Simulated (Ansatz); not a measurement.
Species: SiH2Cl, charge 1, singlet. SiH2Cl+ (parent SMILES [SiH2]Cl, singlet).
B3LYP-D3(BJ)/def2-TZVP minimum from Ansatz (a first-principles code):
```xyz
4

Si    -0.9627     0.0164    -0.0597
Cl     0.9876    -0.0168     0.0612
H     -1.6346     1.3189    -0.0864
H     -1.6766    -1.2626    -0.1189
```
Charge +1, spin multiplicity 1.

Hartree-Fock and MP2 correlation energies in hartree (Ansatz). Open shells are spin-unrestricted; no spin-orbit coupling. Correlated methods leave the cores frozen. No relativity. The spin of H2ClSi+ (parent SMILES [SiH2]Cl, singlet) was assumed, and the state is the lowest solution found for it.

```csv
basis,X,E(HF),"E(corr, MP2)"
cc-pV(T+d)Z,3,-749.36481,-0.28488
cc-pV(Q+d)Z,4,-749.37212,-0.31134
cc-pV(5+d)Z,5,-749.37344,withheld
```

### Question
Fit E(corr) = E∞ + A/X³ to X = 3 and 4, predict X = 5, and compare with the run.

### Answer
A = (-0.28488 - (-0.31134))/(1/27 - 1/64) = 1.2358; E∞ = -0.31134 - A/64 = -0.33065; at X = 5, E∞ + A/125 = -0.32076. The run gave -0.32240, 1.64 mEh below the prediction. The same form on X = 4 and 5 gives E∞ = -0.33400, 3.36 mEh below the first estimate.
